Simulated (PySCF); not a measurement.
## A small calculation by hand: entropy of an ideal gas

HO₃S, SMILES O=S(=O)=[OH+], charge +1.

Geometry optimised at PBE0-D3(BJ)/def2-SVP. The isomer is the one that the SMILES or the coordinates give; other isomers of the formula were not compared.

PBE0-D3(BJ)/def2-SVP (PySCF) gives the harmonic wavenumbers 435, 437, 472, 513, 938, 1087, 1280, 1562, 3586 cm⁻¹ and the rotational temperatures 0.4731, 0.4446, 0.2292 K. The molar mass is 81.06 g/mol, the symmetry number 1, the spin multiplicity 1.

Work out the entropy at 298.15 K and 1 atm in the rigid-rotor, harmonic-oscillator model.


Translation (Sackur–Tetrode at 1 atm): S = R[1.5 ln M + 2.5 ln T − 1.16487] = 163.6 J/(mol K).
Rotation: q = (√π/σ) T^1.5/√(θA θB θC) = 41600, S = R[ln q + 3/2] = 100.9 J/(mol K).
Vibration: with u = 1.4388 ν/T, each mode gives R[u/(e^u − 1) − ln(1 − e^−u)]:
```json
[
 {"ν (cm⁻¹)": "435", "modes": "1", "u": "2.10", "S (J/(mol K))": "3.52"},
 {"ν (cm⁻¹)": "437", "modes": "1", "u": "2.11", "S (J/(mol K))": "3.50"},
 {"ν (cm⁻¹)": "472", "modes": "1", "u": "2.28", "S (J/(mol K))": "3.06"},
 {"ν (cm⁻¹)": "513", "modes": "1", "u": "2.48", "S (J/(mol K))": "2.62"},
 {"ν (cm⁻¹)": "938", "modes": "1", "u": "4.53", "S (J/(mol K))": "0.50"},
 {"ν (cm⁻¹)": "1087", "modes": "1", "u": "5.25", "S (J/(mol K))": "0.28"},
 {"ν (cm⁻¹)": "1280", "modes": "1", "u": "6.18", "S (J/(mol K))": "0.12"},
 {"ν (cm⁻¹)": "1562", "modes": "1", "u": "7.54", "S (J/(mol K))": "0.04"}
]
```
The stiffer modes add less than 0.005 each. Sum 13.6 J/(mol K).
Spin: R ln 1 = 0.0 J/(mol K).
Total 278.1 J/(mol K); the program's own thermochemistry gives 278.1. Translation makes up 59 % and vibration 5 %. Anharmonicity, hindered rotation and orbital degeneracy are left out.
